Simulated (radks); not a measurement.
The promethium ion Pm+ inside a hard spherical wall (all orbitals vanish at R), configuration held at [Xe] 4f5 6s1 and not refilled when levels cross. All-electron calculation, scalar-relativistic Kohn-Sham, LDA (Slater exchange, Perdew-Wang correlation), spin-unpolarised, spherical densities, finite nucleus; Fermi nuclear charge, rms radius 4.962 fm. Program: a radial shooting solver on a logarithmic mesh with Libxc functionals. Eigenvalues in eV, with the zero of energy where the potential of the charges vanishes at infinity; a dash marks a level that is unbound or too diffuse for the functional's potential to be trusted. A positive occupied level is held by the wall or, in an anion where self-interaction has pushed it up, behind a barrier. The pressure on the wall is -dE/dV.

R (bohr)  E (hartree)  kinetic (hartree)    e(5s)    e(5p)   e(6s)   e(4f)  e(5d, empty)  e(6p, empty)  pressure (GPa)
free      -10012.7047          10675.686  -48.131  -28.880  -8.564  -8.426        -7.491        -5.414               0
12        -10012.7046          10675.686  -48.128  -28.877  -8.562  -8.424        -7.489        -5.398        0.000708
8         -10012.6997          10675.728  -47.940  -28.695  -8.323  -8.236        -7.309        -4.771           0.210
5         -10012.5616          10676.392  -46.240  -27.087  -3.949  -6.415        -5.101         2.524            15.6
4         -10012.2042          10677.978  -43.812  -24.717   4.862  -3.541        -1.253        14.784             100
2.5       -10006.7167          10699.865  -23.310   -1.216  85.035  20.076        32.995        108.67            4450
2          -9995.3310          10739.225    9.160   37.400  198.83  48.933        83.720        232.25           23300
1.5        -9950.9262          10880.050   124.14   168.70  522.85  121.89        237.42        570.79          182000
